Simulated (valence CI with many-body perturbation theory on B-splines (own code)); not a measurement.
Co XIII: fill in the table

Level of theory: configuration interaction combined with many-body perturbation theory (CI+MBPT): five valence electrons over a frozen Dirac-Fock core [Ne], a basis of 11 s, 11 p, 10 d, 8 f, 5 g, 2 h functions for each j, with the one-electron correlation potential Σ1, the two-electron term Σ2, the three-electron term Σ3, Breit, model QED; selected CI, second order for the rest, scaled by the run's own slope (own B-spline code, finite nucleus).

No measured spectrum was set against this ion. As an estimate, levels of excited configurations hold to 0.05 to 0.15 % of their energy, terms of the ground configuration to about 0.5 %. Among the levels kept, up to 3200 cm⁻¹ of a level comes from second order outside the variational space, and about a tenth of that is noise between levels of different J, which matters for small intervals.

| Level | E (eV) |
| --- | --- |
| 3s2.3p3 4S°_3/2 | 0.000 |
| 3s2.3p3 2D°_3/2 | ? |
| 3s2.3p3 2D°_5/2 | 6.193 |
| 3s2.3p3 2P°_1/2 | 9.898 |
| 3s2.3p3 2P°_3/2 | 10.974 |
| 3s.3p4 4P_5/2 | ? |
| 3s.3p4 4P_3/2 | ? |
| 3s.3p4 4P_1/2 | 38.695 |
| 3s.3p4 2D_3/2 | 45.344 |
| 3s.3p4 2D_5/2 | 45.677 |
| 3s2.3p2.3d 2P_3/2 [a] | 51.902 |
| 3s.3p4 2P_1/2 | 52.521 |
| 3s.3p4 2S_1/2 | ? |
| 3s2.3p2.3d 4F_3/2 | 56.561 |
| 3s2.3p2.3d 4F_5/2 | ? |
| 3s2.3p2.3d 4F_7/2 | 58.007 |
| 3s2.3p2.3d 2F_5/2 [a] | ? |
| 3s2.3p2.3d 4F_9/2 | 59.044 |
| 3s2.3p2.3d 2F_7/2 [a] | 59.411 |
| 3s2.3p2.3d 4D_1/2 | 59.450 |

Names give the largest LS component (configuration and term), which can be under half, so a name can repeat, a term be missing and a line seem to break the LS rules; names also repeat where a configuration has a term twice. Letters in brackets count levels of one name in rising energy.

**Question.** The levels stand in rising order. What does the calculation give for the missing energies?

**Answer.** 3s2.3p3 2D°_3/2 5.445; 3s.3p4 4P_5/2 36.592; 3s.3p4 4P_3/2 38.064; 3s.3p4 2S_1/2 54.921; 3s2.3p2.3d 4F_5/2 57.147; 3s2.3p2.3d 2F_5/2 [a] 58.748.
